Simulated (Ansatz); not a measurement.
Reaction (redistribution): `FB(Cl)Br` + `C[SiH](O)F` → `FB(F)Cl` + `C[SiH](O)Br`

Computed with Ansatz on PBE0-D4/def2-TZVP structures; ΔE is electronic, products minus reactants. CCSD(T)/CBS is the MP2 limit (def2-TZVPP, def2-QZVPP) plus CCSD(T) − MP2 in def2-TZVPP, frozen cores. DFT in def2-TZVPP. For Br outer-core shells are correlated without core-valence functions, which leaves a few kJ/mol of doubt a bond. Scalar relativity is left out up to krypton. One conformer a species, not always the lowest.

```csv
level,ΔE (eV)
revPBE,-0.25
CCSD/CBS(def2),-0.24
```

Task: What does CCSD(T)/CBS give? (Best estimate.)

Result: Ansatz gave: -0.23 eV. The listed levels differ from it by -0.02, -0.01 eV.

Task: What do rigid-rotor, harmonic-oscillator terms from PBE0-D4/def2-TZVP frequencies (298.15 K, 1 bar) make of the CCSD(T)/CBS value? (Best estimate.)

Result: Ansatz gave: ΔZPE = +0.01 eV, ΔH = -0.22 eV, ΔS = -4 J/(mol·K), ΔG = -0.20 eV.

Largest T1 diagnostic among the species: 0.012.

From BLYP to BHLYP (50 % exact exchange), in def2-TZVPP and without D4, ΔE moves by −0.07 eV. At CCSD(T), def2-SVP lies −0.17 eV from the extrapolated value and def2-TZVPP −0.00 eV. Leaving LDA and LC-ωPBE aside and taking each functional with its dispersion term where it has one, the values, not all of them listed here, spread over 0.08 eV, from HSE06-D4 to BLYP-D4.
